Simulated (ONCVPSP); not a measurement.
**How hard is this Mn (Z = 25) ONCV potential?**

```
Element                 : manganese (Mn)
Generator               : ONCVPSP 4.0.1
Type                    : optimised norm-conserving Vanderbilt (ONCV)
Functional              : BLYP
Relativity              : fully relativistic
Frozen core             : [Ne]
Valence charge          : 15
Reference configuration : 3s2 3p6 3d5 4s1 4p1
Partial waves           : 3s+4s: rc 1.15 bohr, ncon 5, nbas 10, qcut 11.1 1/bohr, 2 projectors; 3p+4p: rc 1.55 bohr, ncon 4, nbas 9, qcut 9.3 1/bohr, 2 projectors; 3d: rc 1.55 bohr, ncon 4, nbas 8, qcut 12 1/bohr, 3 projectors, debl 0.8 Ha
Local potential         : polynomial inside 0.90 bohr (lpopt 5, dvloc0 0 Ha)
Core correction         : none
```

Open shells are filled in proportion to 2j + 1.

Task: For each optimised wave give the share of its norm inside rc, the residual kinetic energy above qcut (Ha) and the cutoffs (Ha) for errors of 10, 1, 0.1 and 0.01 mHa per electron.

Result:

```csv
wave,norm inside rc,residual KE,10 mHa,1 mHa,0.1 mHa,0.01 mHa
3s,0.840,9.0e-06,36.3,46.3,53.8,60.9
4s,0.033,1.6e-06,25.2,38.3,48.3,56.0
3p j=3/2,0.940,2.2e-07,22.1,28.2,33.4,37.3
4p j=3/2,0.023,2.0e-08,13.5,21.0,27.5,33.0
3p j=1/2,0.943,2.5e-07,22.4,28.5,33.6,37.5
4p j=1/2,0.023,2.6e-08,13.8,21.3,27.9,33.3
3d j=5/2,0.759,3.6e-08,39.1,47.5,54.6,60.3
d projector 2 j=5/2,0.104,1.4e-08,35.0,44.9,52.9,59.4
d projector 3 j=5/2,0.075,4.9e-08,36.2,46.4,54.8,61.5
3d j=3/2,0.762,3.4e-08,39.2,47.6,54.7,60.6
d projector 2 j=3/2,0.103,1.5e-08,35.0,45.0,53.0,59.5
d projector 3 j=3/2,0.075,5.1e-08,36.3,46.5,54.9,61.5
```

The occupied waves need 48 Ha and 55 Ha for 1 and 0.1 mHa.
